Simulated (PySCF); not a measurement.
**Löwdin shares of the frontier orbitals**

Species: 4-(aminomethyl)pyridine, C₆H₈N₂.
Structure used (PBE0-D3(BJ)/def2-SVP), in Å, numbered top down from 1:
```
atom  x, y, z in Å
N1    -2.388    0.097   -0.566
C2    -1.525   -0.513    0.429
C3    -0.058   -0.185    0.275
C4     0.780   -0.949   -0.542
C5     2.107   -0.558   -0.712
N6     2.639    0.516   -0.135
C7     1.846    1.245    0.646
C8     0.507    0.941    0.882
H9    -2.286    1.110   -0.541
H10   -2.097   -0.188   -1.500
H11   -1.660   -1.606    0.386
H12   -1.866   -0.198    1.429
H13    0.405   -1.848   -1.038
H14    2.776   -1.152   -1.348
H15    2.301    2.123    1.119
H16   -0.091    1.577    1.541
```

The calculation used TDDFT wB97X-D/def2-SVPD, vertical, gas phase, core orbitals frozen in the response in PySCF 2.14.0, density-fitted response routines.

Frontier orbitals with the atoms that hold most of them (Löwdin shares over 4%, at most four atoms; ? is withheld):

```csv
orbital,ε (eV),atoms
HOMO-3,-10.24,"C3 22%, N6 21%, C4 10%, C8 10%"
HOMO-2,-9.51,"C8 21%, C4 20%, C5 20%, C7 20%"
HOMO-1,-9.49,"N6 48%, N1 13%, C7 8%, C5 8%"
HOMO,?,"N1 44%, N6 15%, C3 8%, C2 7%"
LUMO,0.81,?
LUMO+1,1.14,"C5 18%, C7 18%, C8 18%, C4 18%"
LUMO+2,2.25,"C2 14%, C4 10%, C8 10%, H13 8%"
```

Give the leading atoms of the LUMO.

C3 (bonded to 3 C) 23%; N6 (bonded to 2 C) 21%; C7 (bonded to C, N and H) 11%; C4 (bonded to 2 C and H) 10%. By element: carbon 44% or more, nitrogen 21% or more.

What is the HOMO energy, and the HOMO–LUMO gap?

ε(HOMO) = -9.08 eV; the gap is 9.89 eV (0.3634 hartree).

The HOMO–LUMO gap is 9.89 eV. Where does the response calculation put the lowest singlet, and from which orbitals?

S1 is at 5.04 eV (f = 0.0073), 4.85 eV below the gap, made of HOMO-1→LUMO (55%), HOMO→LUMO (41%). Its leading pair isn't HOMO and LUMO; the energies of that pair differ by 10.30 eV. 

Next come S2 at 5.30 eV (f 0.0000), HOMO-1→LUMO+1 (57%), HOMO→LUMO+1 (40%); S3 at 5.56 eV (f 0.027), HOMO-2→LUMO (67%), HOMO-3→LUMO+1 (16%), HOMO-1→LUMO+1 (10%); S4 at 6.01 eV (f 0.070), HOMO→LUMO (51%), HOMO-1→LUMO (38%); S5 at 6.46 eV (f 0.057), HOMO-2→LUMO+1 (55%), HOMO-3→LUMO (36%).

Löwdin shares depend on the basis, the more so with diffuse functions.

One conformer stands for the species.
